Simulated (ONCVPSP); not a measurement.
## An all-electron radial function and its pseudo partner (Si (Z = 14))

Columns: radius, all-electron u(r) and pseudo u(r) of the 3p shell (level -7.65 eV) of silicon in the configuration [Ne] 3s2 3p1.5; PBEsol, scalar-relativistic, ONCV scheme, ONCVPSP 4.0.1.

```json
{"r (bohr)": "0.115", "all-electron": "-0.1304", "pseudo": "0.0057"}
{"r (bohr)": "0.230", "all-electron": "-0.2521", "pseudo": "0.0226"}
{"r (bohr)": "0.345", "all-electron": "-0.2753", "pseudo": "0.0499"}
{"r (bohr)": "0.460", "all-electron": "-0.2248", "pseudo": "0.0863"}
{"r (bohr)": "0.575", "all-electron": "-0.1335", "pseudo": "0.1305"}
{"r (bohr)": "0.690", "all-electron": "-0.0251", "pseudo": "0.1811"}
{"r (bohr)": "0.805", "all-electron": "0.0860", "pseudo": "0.2362"}
{"r (bohr)": "0.920", "all-electron": "0.1916", "pseudo": "0.2938"}
{"r (bohr)": "1.035", "all-electron": "0.2875", "pseudo": "0.3516"}
{"r (bohr)": "1.150", "all-electron": "0.3716", "pseudo": "0.4076"}
{"r (bohr)": "1.265", "all-electron": "0.4437", "pseudo": "0.4601"}
{"r (bohr)": "1.380", "all-electron": "0.5040", "pseudo": "0.5077"}
{"r (bohr)": "1.495", "all-electron": "0.5528", "pseudo": "0.5498"}
{"r (bohr)": "1.610", "all-electron": "0.5906", "pseudo": "0.5854"}
{"r (bohr)": "1.725", "all-electron": "0.6186", "pseudo": "0.6140"}
{"r (bohr)": "1.840", "all-electron": "0.6375", "pseudo": "0.6347"}
{"r (bohr)": "1.955", "all-electron": "0.6486", "pseudo": "0.6474"}
{"r (bohr)": "2.070", "all-electron": "0.6529", "pseudo": "0.6525"}
{"r (bohr)": "2.185", "all-electron": "0.6512", "pseudo": "0.6512"}
{"r (bohr)": "2.300", "all-electron": "0.6447", "pseudo": "0.6447"}
{"r (bohr)": "2.415", "all-electron": "0.6339", "pseudo": "0.6339"}
{"r (bohr)": "2.530", "all-electron": "0.6198", "pseudo": "0.6198"}
{"r (bohr)": "2.645", "all-electron": "0.6030", "pseudo": "0.6030"}
{"r (bohr)": "2.760", "all-electron": "0.5841", "pseudo": "0.5841"}
{"r (bohr)": "2.875", "all-electron": "0.5635", "pseudo": "0.5635"}
{"r (bohr)": "2.990", "all-electron": "0.5417", "pseudo": "0.5417"}
```

(1) How many radial nodes do the two functions have?

(2) At about which radius was the pseudo-wave matched?

(3) Is the pseudo-wave norm-conserving?

Results:

(1) The all-electron 3p function has n − l − 1 = 1; the pseudo-wave has 0, since the states of the same l below it are removed with the core.

(2) 2.30 bohr. The columns agree to 0.0005 from 2.07 bohr on; several derivatives are matched, so the curves merge somewhat inside the radius.

(3) Yes: the ONCV scheme keeps the norm inside the radius equal to the all-electron one, which fixes the energy derivative of the logarithmic derivative at the level.
